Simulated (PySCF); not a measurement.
The dipole of `CCCC(C)(C)S(=O)(=O)Cl` from its density and from atomic charges.

Coordinates (GFN2-xTB, Å) and charges (e) from the PBE0/pcSseg-1 density (PySCF):

| atom | x | y | z | Mulliken | IAO | Hirshfeld | ESP-fitted |
| --- | --- | --- | --- | --- | --- | --- | --- |
| C1 | 2.903 | 0.215 | 0.855 | -0.2545 | -0.4147 | -0.1123 | -0.4702 |
| C2 | 1.715 | -0.350 | 0.086 | -0.2624 | -0.2451 | -0.0605 | +0.3677 |
| C3 | 0.434 | 0.414 | 0.432 | -0.1193 | -0.2696 | -0.0807 | -0.1558 |
| C4 | -0.802 | -0.089 | -0.286 | -0.7616 | -0.0941 | +0.0288 | +0.1695 |
| C5 | -0.787 | 0.120 | -1.787 | -0.1408 | -0.4335 | -0.1176 | -0.4214 |
| C6 | -1.269 | -1.467 | 0.117 | -0.1276 | -0.4346 | -0.1272 | -0.4836 |
| S7 | -2.150 | 1.057 | 0.232 | +1.0443 | +1.9229 | +0.5256 | +0.7174 |
| O8 | -3.413 | 0.636 | -0.288 | -0.4774 | -0.8379 | -0.2769 | -0.4005 |
| O9 | -1.765 | 2.420 | 0.046 | -0.4771 | -0.8362 | -0.2766 | -0.4065 |
| Cl10 | -2.262 | 0.777 | 2.253 | -0.1443 | -0.2831 | -0.0501 | -0.1163 |
| H11 | 2.734 | 0.142 | 1.926 | +0.1139 | +0.1398 | +0.0427 | +0.1187 |
| H12 | 3.057 | 1.261 | 0.603 | +0.1149 | +0.1410 | +0.0433 | +0.1171 |
| H13 | 3.810 | -0.334 | 0.611 | +0.1192 | +0.1452 | +0.0443 | +0.1046 |
| H14 | 1.591 | -1.404 | 0.339 | +0.1215 | +0.1302 | +0.0379 | -0.0505 |
| H15 | 1.913 | -0.278 | -0.984 | +0.1231 | +0.1303 | +0.0383 | -0.0481 |
| H16 | 0.266 | 0.347 | 1.510 | +0.1346 | +0.1398 | +0.0250 | +0.0367 |
| H17 | 0.566 | 1.470 | 0.184 | +0.1469 | +0.1493 | +0.0354 | +0.0462 |
| H18 | -0.524 | 1.150 | -2.020 | +0.1394 | +0.1596 | +0.0473 | +0.1513 |
| H19 | -1.776 | -0.083 | -2.195 | +0.1448 | +0.1625 | +0.0466 | +0.1581 |
| H20 | -0.071 | -0.547 | -2.263 | +0.1450 | +0.1563 | +0.0557 | +0.1261 |
| H21 | -0.632 | -2.233 | -0.323 | +0.1369 | +0.1539 | +0.0531 | +0.1599 |
| H22 | -1.256 | -1.579 | 1.199 | +0.1321 | +0.1535 | +0.0347 | +0.1384 |
| H23 | -2.287 | -1.620 | -0.236 | +0.1485 | +0.1645 | +0.0425 | +0.1414 |

Compute μ = Σ q r for each scheme (1 e·Å = 4.803 D) and compare with the dipole of the full density.

The full density gives (3.76, -3.07, -0.84) D, 4.93 D in size; dipole vectors point from the negative to the positive end.

```csv
scheme,μx,μy,μz,size (D),share of the full size (%),angle to the full dipole (°)
Mulliken,4.46,-3.59,-0.68,5.76,117,3
IAO,4.63,-4.01,-0.34,6.13,124,7
Hirshfeld,2.28,-1.80,-0.13,2.91,59,7
ESP-fitted,3.79,-3.07,-0.90,4.96,101,1
```

Which set comes closest?

Length of the difference vector: ESP-fitted 0.08 D, Mulliken 0.88 D, IAO 1.37 D, Hirshfeld 2.07 D. Closest: ESP-fitted. The schemes that divide the density aren't constrained to reproduce the dipole.

What is left for the Hirshfeld atoms' own dipoles?

The Hirshfeld atoms' densities add up to the full density, so μ = Σ q r + Σ (atomic dipoles). The atomic dipoles sum to (3.76, -3.07, -0.84) − (2.28, -1.80, -0.13) = (1.48, -1.27, -0.71) D, 2.07 D in size.

With the origin at the mean of the coordinates, (0.000, 0.001, 0.000) Å, which are the largest single terms, by size, of the IAO dipole along the direction of the full one?

S7 -21.60, O8 +11.88, O9 +11.50, C1 -3.86, Cl10 +3.52 D; all 23 atoms together +6.09 D. The single terms depend on the origin, their sum doesn't.

Give the size of the full dipole in other units.

4.93 D = 1.938 au = 1.026 e·Å = 16.43 × 10⁻³⁰ C·m.

The structure is a single GFN2-xTB conformer in the gas phase; no vibrational or solvent corrections.

Shape of the structure used: `[CH3:1][CH2:2][CH2:3][C:4]([CH3:5])([CH3:6])[S:7](=[O:8])(=[O:9])[Cl:10]`: C1–C2–C3–C4 180°, C2–C3–C4–C5 -66°, C3–C4–S7–O8 -175°.
